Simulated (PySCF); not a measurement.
Here is a computed GFN2-xTB geometry (Å):
```
atom  x, y, z in Å
C1    -3.0797    0.4488   -0.2691
C2    -2.1207   -0.4696   -0.2451
C3    -0.7071   -0.2432    0.0261
C4     0.1418   -1.3488    0.1380
C5     1.4868   -1.1959    0.3956
C6     2.0204    0.0850    0.5454
C7     3.3978    0.2521    0.8092
N8     4.5165    0.3864    1.0226
C9     1.1871    1.1999    0.4332
C10   -0.1563    1.0327    0.1771
H11   -2.8965    1.4925   -0.0807
H12   -4.1014    0.1831   -0.4788
H13   -2.3812   -1.5045   -0.4317
H14   -0.2675   -2.3425    0.0230
H15    2.1328   -2.0573    0.4828
H16    1.6055    2.1891    0.5486
H17   -0.7853    1.9043    0.0870
```

Charge 0, singlet.

(1) Which heavy atoms are bonded, and with what formal order?

(2) Write the SMILES.

(3) Which rings does it hold (smallest set)?

(4) Describe the place of each heavy atom.

(5) What is the arrangement about C3?

(6) What is the arrangement about C5?

Answers

(1) C1–C2 1.33 Å (double); C2–C3 1.46 Å (single); C3–C4 1.40 Å (aromatic); C4–C5 1.38 Å (aromatic); C5–C6 1.40 Å (aromatic); C6–C7 1.41 Å (single); C7–N8 1.15 Å (triple); C6–C9 1.40 Å (aromatic); C9–C10 1.38 Å (aromatic); C3–C10 1.40 Å (aromatic). Bonds to hydrogen (Å): C1–H11 1.08; C1–H12 1.08; C2–H13 1.08; C4–H14 1.08; C5–H15 1.08; C9–H16 1.08; C10–H17 1.08.

(2) `C=Cc1ccc(C#N)cc1`, C9H7N, 4-cyanostyrene. Among its features: nitrile, C=C double bond and benzene ring.

(3) C3–C4–C5–C6–C9–C10 (6 members, 0.00 Å rms from planarity).

(4) C1: terminal =CH2 carbon; C2: alkene CH carbon; C3: substituted aromatic carbon; C4/C10: aromatic CH carbon; C5/C9: aromatic CH carbon; C6: substituted aromatic carbon; C7: nitrile carbon; N8: nitrile nitrogen.

(5) It has 3 neighbours (C2, C4, C10) and is planar (angles 123.0°, 118.7° and 118.3°, sum 360.0°, 0.00 Å off the plane of its three neighbours).

(6) It has 3 neighbours (C4, C6, H15) and is planar (angles 120.7°, 119.7° and 119.6°, sum 360.0°, 0.00 Å off the plane of its three neighbours).
